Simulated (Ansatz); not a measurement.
Geometry optimisation, RKS B3LYP-D4/def2-SVP (Ansatz 0.2.0).

input.yaml

```yaml
crystal:
  periodic: [false, false, false]
  atoms:
    - { symbol: C, position_ang: [-2.6474, 0.7432, -0.4921] }
    - { symbol: O, position_ang: [-1.5481, 0.0094, -0.8185] }
    - { symbol: C, position_ang: [-0.3829, 0.0923, -0.1076] }
    - { symbol: "N", position_ang: [0.70245, -0.6309, -0.33943] }
    - { symbol: B, position_ang: [-0.32833, 1.10652, 1.13507] }
    - { symbol: Si, position_ang: [1.26069, 1.34584, 2.24545] }
    - { symbol: F, position_ang: [2.55402, 1.91948, 1.3174] }
    - { symbol: H, position_ang: [-3.4674, 0.5614, -1.228] }
    - { symbol: H, position_ang: [-2.4549, 1.8872, -0.5412] }
    - { symbol: H, position_ang: [-3.0416, 0.5551, 0.548] }
    - { symbol: H, position_ang: [1.59349, -0.59657, 0.08756] }
    - { symbol: H, position_ang: [-1.25637, 1.7239, 1.38757] }
    - { symbol: H, position_ang: [0.92475, 2.31858, 3.25441] }
    - { symbol: H, position_ang: [1.63761, 0.07061, 2.83886] }
basis:
  gaussian: { orbitals: def2-SVP }
hamiltonian:
  xc: b3lyp
  dispersion: d4
relax:
  f_tol: 0.015
  max_steps: 40
```

Command:

```bash
$ ansatz run input.yaml --threads 2 --pin off --max-ram 3072MiB --backend cpu --events-out ev --progress --plain --runs-dir out
```

Problem. Where does it end, and by what steps?

Solution. The forces met the threshold. After 18 steps the energy has fallen by 1.176 eV; H12 moved furthest, 1.69 Å.

```json
{"step": "0", "energy less start (eV)": "0.0000", "largest force component (eV/Å)": "4.945", "accepted": "yes"}
{"step": "1", "energy less start (eV)": "-0.7204", "largest force component (eV/Å)": "1.198", "accepted": "yes"}
{"step": "2", "energy less start (eV)": "-0.8754", "largest force component (eV/Å)": "1.278", "accepted": "yes"}
{"step": "3", "energy less start (eV)": "-0.9274", "largest force component (eV/Å)": "0.803", "accepted": "yes"}
{"step": "4", "energy less start (eV)": "-0.9693", "largest force component (eV/Å)": "0.210", "accepted": "yes"}
{"step": "5", "energy less start (eV)": "-1.0097", "largest force component (eV/Å)": "0.312", "accepted": "yes"}
{"step": "6", "energy less start (eV)": "-1.0372", "largest force component (eV/Å)": "0.579", "accepted": "yes"}
{"step": "7", "energy less start (eV)": "-1.0586", "largest force component (eV/Å)": "0.410", "accepted": "yes"}
{"step": "8", "energy less start (eV)": "-1.0932", "largest force component (eV/Å)": "0.170", "accepted": "yes"}
{"step": "9", "energy less start (eV)": "-1.1088", "largest force component (eV/Å)": "0.215", "accepted": "yes"}
{"step": "10", "energy less start (eV)": "-1.1244", "largest force component (eV/Å)": "0.294", "accepted": "yes"}
{"step": "11", "energy less start (eV)": "-1.1384", "largest force component (eV/Å)": "0.279", "accepted": "yes"}
{"step": "12", "energy less start (eV)": "-1.1509", "largest force component (eV/Å)": "0.273", "accepted": "yes"}
{"step": "13", "energy less start (eV)": "-1.1660", "largest force component (eV/Å)": "0.285", "accepted": "yes"}
{"step": "14", "energy less start (eV)": "-1.1720", "largest force component (eV/Å)": "0.200", "accepted": "yes"}
{"step": "15", "energy less start (eV)": "-1.1745", "largest force component (eV/Å)": "0.059", "accepted": "yes"}
{"step": "16", "energy less start (eV)": "-1.1753", "largest force component (eV/Å)": "0.045", "accepted": "yes"}
{"step": "17", "energy less start (eV)": "-1.1756", "largest force component (eV/Å)": "0.021", "accepted": "yes"}
{"step": "18", "energy less start (eV)": "-1.1757", "largest force component (eV/Å)": "0.009", "accepted": "yes"}
```

```xyz
14
Properties=species:S:1:pos:R:3
C -2.570 0.970 -0.536
O -1.414 0.298 -1.001
C -0.384 0.165 -0.149
N 0.607 -0.565 -0.518
B -0.379 0.536 1.358
Si 1.201 1.451 2.200
F 2.518 1.194 1.247
H -3.165 1.230 -1.421
H -2.315 1.900 0.004
H -3.174 0.329 0.127
H 1.416 -0.446 0.099
H -1.305 0.168 2.041
H 0.964 2.924 2.274
H 1.547 0.951 3.561
```

Whether the end is a true minimum wasn't checked by a vibrational analysis.

Run time: 3.2 min on 2 threads of Arm Neoverse N1, on a shared host, peak memory 0.39 GiB.
